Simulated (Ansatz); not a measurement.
Program: Ansatz. Geometries: PBE0-D4/def2-TZVP. ΔE: electronic, gas phase. CCSD(T)/CBS adds triple-zeta CCSD(T) − MP2 to the extrapolated MP2 energy (def2 sets, frozen cores). This one scheme is used for every species. Functionals use def2-TZVPP. B3LYP here is the variant with VWN-RPA as its local correlation; programs differ in this. Each species was taken in one conformer, which may not be the lowest.

`CO[Si]C` + `CNC` → `C[Si]N(C)C` + CH₃OH  (ligand exchange at the Si–O bond)

**Question.** Is it downhill or uphill in electronic energy at CCSD(T)/CBS, and by how much? (Estimate.)

**Answer.** Ansatz gave: Uphill: ΔE = +12.8 kJ/mol.

**Question.** What do these levels give: ωB97M-V, B2PLYP, B3LYP, CAM-B3LYP, LC-ωPBE, HF/CBS(def2)? (Best estimate.)

**Answer.** Computed: ωB97M-V 18.7, B2PLYP 19.7, B3LYP 24.5, CAM-B3LYP 25.3, LC-ωPBE 18.4, HF/CBS(def2) 34.4 kJ/mol.

Largest T1 diagnostic among the species: 0.014.

Leaving LDA and LC-ωPBE aside and taking each functional with its dispersion term where it has one, the values, not all of them listed here, spread over 13.7 kJ/mol, from revPBE-D4 to CAM-B3LYP-D4. LDA lies −6.9 kJ/mol from PBE without D4. At CCSD(T), def2-SVP lies −4.5 kJ/mol from the extrapolated value and def2-TZVPP +0.1 kJ/mol.
